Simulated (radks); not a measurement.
The indium ion In+ inside a hard spherical wall (all orbitals vanish at R), configuration held at [Kr] 4d10 5s2 and not refilled when levels cross. Method: scalar-relativistic Kohn-Sham, LDA (Slater exchange, VWN5 correlation), spin-polarised, spherical densities, finite nucleus; Fermi nuclear charge, rms radius 4.6156 fm; computed with a radial shooting solver on a logarithmic mesh with Libxc functionals. Eigenvalues in eV for spin up, with the zero of energy where the potential of the charges vanishes at infinity; a dash marks a level that is unbound or too diffuse for the functional's potential to be trusted. A positive occupied level is held by the wall or, in an anion where self-interaction has pushed it up, behind a barrier. The pressure on the wall is -dE/dV.

| R (bohr) | E (hartree) | kinetic (hartree) | e(4s) | e(4p) | e(4d) | e(5s) | e(5p, empty) | e(6s, empty) | pressure (GPa) |
|---|---|---|---|---|---|---|---|---|---|
| free | -5876.12059 | 6122.770 | -127.03 | -85.623 | -26.263 | -15.303 | -8.692 | -3.587 | 0 |
| 12 | -5876.12059 | 6122.770 | -127.03 | -85.623 | -26.263 | -15.303 | -8.691 | -3.475 | < 0.0001 |
| 10 | -5876.12058 | 6122.770 | -127.03 | -85.623 | -26.263 | -15.303 | -8.688 | -3.166 | 0.000178 |
| 8 | -5876.12042 | 6122.773 | -127.02 | -85.613 | -26.253 | -15.293 | -8.646 | -2.007 | 0.0116 |
| 3.5 | -5875.69629 | 6125.030 | -122.23 | -80.913 | -21.773 | -7.824 | 2.893 | 47.905 | 145 |
| 3 | -5875.05023 | 6127.956 | -117.92 | -76.747 | -17.681 | 0.557 | 13.935 | 82.764 | 537 |
| 2.5 | -5873.15558 | 6135.976 | -108.92 | -68.059 | -8.640 | 20.844 | 38.928 | 151.62 | 2400 |
